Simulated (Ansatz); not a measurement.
```xyz
12

C    -0.2284    2.2091   -1.2358
C    -0.5288    0.8306   -0.7769
N     0.2776    0.1503   -0.0919
C     0.3404   -0.9830    0.5449
O     0.8981   -2.0318    0.0541
Al    0.4410   -2.4532    1.8293
H     0.7566    2.5276   -0.8985
H    -0.2725    2.2573   -2.3280
H    -0.9865    2.9037   -0.8606
H    -1.4982    0.4058   -1.0557
H     1.6544   -2.4646    2.8428
H    -0.8535   -3.3516    1.9764
```

The species carries charge 0 and has multiplicity 1. The bonds changed during the relaxation, so this is another structure than the one it started from.

Question: List the r2SCAN/def2-TZVPP orbital energies in eV (Ansatz 0.2.0). (Estimate.)

Answer: The calculation gave: Occupied: -1516.59, -516.47, -386.63, -275.75, -275.48, -273.75, -110.08, -70.36, -70.27, -70.17, -28.26, -25.41, -20.56, -17.83, -14.57, -13.06, -12.29, -12.11, -11.38, -10.67, -10.34, -9.31, -8.39, -7.52, -6.95, -6.08. Lowest empty: -2.14, -1.56, -0.29, 1.32, 1.48, 1.83, 2.19, 2.77.
